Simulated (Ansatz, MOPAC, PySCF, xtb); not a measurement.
Torsion H3–Al1–S2–H5 in AlH3S (SMILES [AlH2][SH]); at each angle all else is relaxed with GFN2-xTB, and the levels are single points there.
Geometry at 0° (charge 0, multiplicity 1):
```xyz
5

Al    -0.59956    -0.04183     0.07041
S      1.49659    -0.53481     0.42245
H     -1.57913    -1.20255    -0.18235
H     -1.18095     1.38012     0.05419
H      1.18338    -1.82511     0.28332
```

```tsv
level	energy at 270° less that at 0° (meV)	cost
GFN-FF	-10.6	-
AM1	441.6	-
PM3	624.7	-
PM6	156.5	-
PM7	436.2	-
GFN2-xTB	-6.6	-
HF/STO-3G	199.6	-
HF/3-21G	250.1	-
HF/6-31G*	277.1	-
HF/cc-pV(D+d)Z	280.9	-
HF/cc-pV(Q+d)Z	260.8	-
SVWN5/def2-TZVPP	323.3	×0.8
PBE-D3(BJ)/def2-TZVPP	310.2	×1
BLYP/def2-TZVPP	307.8	×1
BLYP-D3(BJ)/def2-TZVPP	309.2	×1
BLYP-D4/def2-TZVPP	309.0	×1
BP86/6-31G*	340.1	-
r2SCAN-D3(BJ)/def2-TZVPP	306.5	×2
r2SCAN-D4/def2-TZVPP	306.5	×2
B3LYP/3-21G	334.0	-
B3LYP/6-31G*	322.5	-
B3LYP/6-311+G**	302.1	-
B3LYP/LANL2DZ	338.7	-
B3LYP-D4/def2-TZVPP	293.9	×1
PBE0-D4/def2-TZVPP	291.5	×1
M06-2X/6-31G*	316.2	-
M06-2X/def2-TZVPP	287.1	-
wB97M-V/def2-TZVPP	287.0	×3
MP2/6-31G*	327.4	-
MP2/cc-pV(D+d)Z	317.5	-
MP2/cc-pV(T+d)Z	287.1	-
MP2/cc-pV(Q+d)Z	279.1	×4
MP2/CBS(cc-pV(T+d)Z, cc-pV(Q+d)Z)	276.5	-
SCS-MP2/cc-pV(D+d)Z	314.0	-
SCS-MP2/cc-pV(T+d)Z	283.9	-
SCS-MP2/cc-pV(Q+d)Z	276.0	-
CCSD/cc-pV(D+d)Z	319.2	-
CCSD/cc-pV(T+d)Z	284.4	-
CCSD(T)/cc-pV(D+d)Z	329.9	×1
CCSD(T)/cc-pV(T+d)Z	292.4	×5
```

The rows run from -10.6 (GFN-FF) to 624.7 meV (PM3). In cc-pV(T+d)Z the value moves MP2 287.1, CCSD 284.4, CCSD(T) 292.4, a shift of 5.3 from MP2 to CCSD(T). From cc-pV(D+d)Z to cc-pV(T+d)Z CCSD(T) changes by -37.5. The dispersion term adds 1.4 in BLYP-D3(BJ), 1.3 in BLYP-D4. The 4 functionals in def2-TZVPP without D3 or D4 span 36.4, from wB97M-V to SVWN5.

On the grid 0° to 330°, 270° is the highest and 0° the lowest point at wB97M-V/def2-TZVPP.

Frozen-core correlation. CBS: X⁻³ extrapolation of the correlation energy, Hartree–Fock from the larger set. Rows in 3-21G, 6-311+G**, 6-31G*, LANL2DZ, STO-3G carry no dispersion term and start afresh at each structure (6-31G* with six Cartesian d functions). MP2/6-31G* freezes PySCF's default core. LANL2DZ brings its own core potentials from Na on. The state that AM1, PM3, PM6, PM7 reach isn't checked; PM7 holds dispersion and hydrogen-bond terms.

Run with Ansatz (Gaussian basis) for Hartree–Fock, density functionals and correlated methods; MOPAC for AM1, PM3, PM6, PM7 (differences of heats of formation); PySCF for 3-21G rows, 6-311+G** rows, 6-31G* rows, LANL2DZ rows, M06-2X, STO-3G rows, the dispersion terms; xtb for the GFN methods. 

Costs are rough ratios of core time to PBE/def2-TZVPP (about 2.4 s over the structures, on one shared machine); a dash marks a level with no comparable run of its own.

Ansatz is a quantum-chemistry and plane-wave program.
